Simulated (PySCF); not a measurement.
SMILES C(C)C[SiH2]C(F)(F)F (C₄H₉F₃Si) (GFN2-xTB optimised geometry):

```
17

C      2.138    -0.526     0.848
C      1.277    -1.124    -0.254
C     -0.216    -0.875    -0.032
Si    -0.705     0.956     0.000
C     -2.653     0.956     0.000
F     -3.169     2.202     0.000
F     -3.181     0.335    -1.076
F     -3.177     0.337     1.079
H      3.181    -0.797     0.705
H      2.062     0.559     0.848
H      1.819    -0.893     1.821
H      1.453    -2.202    -0.298
H      1.577    -0.703    -1.215
H     -0.777    -1.381    -0.824
H     -0.516    -1.349     0.907
H     -0.343     1.695    -1.210
H     -0.368     1.689     1.221
```

Level of theory: PBE0/def2-SVP in PySCF.

**Question.** What are the frontier orbital energies and the dipole moment?

**Answer.** HOMO-2 -9.78 eV, HOMO-1 -9.22 eV, HOMO -8.80 eV, LUMO 0.52 eV, LUMO+1 1.29 eV; dipole moment 3.12 D.

Meta-Löwdin charges at PBE0/def2-SVP: C1 -0.30, C2 -0.16, C3 -0.41, Si4 0.58, C5 0.55, F6 -0.27, F7 -0.27, F8 -0.27, H9 0.10, H10 0.09, H11 0.10, H12 0.10, H13 0.09, H14 0.12, H15 0.11, H16 -0.09, H17 -0.09.
